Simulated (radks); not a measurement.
The numbers below are computed, except where a source is named.
Question: Orbital eigenvalues (eV) of the tungsten ion W+, [Xe] 4f14 5d4 6s1, of relativity; Dirac values are averaged over j with weights 2j + 1. Spin-unpolarised spherical Kohn-Sham, BLYP, point nucleus unless stated (finite: rms radius 5.3658 fm), a radial shooting solver on a logarithmic mesh with Libxc functionals. A level marked "c x" has the speed of light scaled by that factor and shares open shells by 2j + 1; other Dirac levels either fill j = l - 1/2 first or share by 2j + 1.

shell       non-rel.
3s           -2399.6
3p           -2198.3
3d           -1822.8
4s           -485.91
4p           -401.82
4d           -248.58
5s           -71.977
4f           -48.796
5p           -47.696
5d           -12.598
6s           -10.690
6p (empty)   -6.6710

Give the values at the level "Dirac, c x 100".

Answer: 
shell       Dirac, c x 100  change of magnitude (%)
3s                 -2399.6                    0.00
3p                 -2198.3                    0.00
3d                 -1822.8                    0.00
4s                 -485.92                    0.00
4p                 -401.83                    0.00
4d                 -248.58                    0.00
5s                 -71.978                    0.00
4f                 -48.795                    0.00
5p                 -47.696                    0.00
5d                 -12.598                    0.00
6s                 -10.690                    0.00
6p (empty)         -6.6710                    0.00
